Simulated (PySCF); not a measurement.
disulfane (H₂S₂), SMILES SS.

Geometry: B3LYP-D3(BJ)/def2-TZVP.

Calculation: PBE/def2-TZVPD in PySCF.

Gas-phase values at a fixed geometry.

```yaml
total_energy: -797.26983 hartree
point_group: C2
highest_occupied_level: -6.37 eV
lowest_empty_level: -2.24 eV
orbital_gap: 4.13 eV
dipole_moment: 1.10 D
quadrupole, principal values (traceless, Buckingham form, about the centre of nuclear charge): -2.68, -0.63, 3.31 D·Å
mean_static_polarisability: 46.2 bohr³ (6.85 Å³)
polarisability_principal_values: 39.7, 39.8, 59.1 bohr³
```
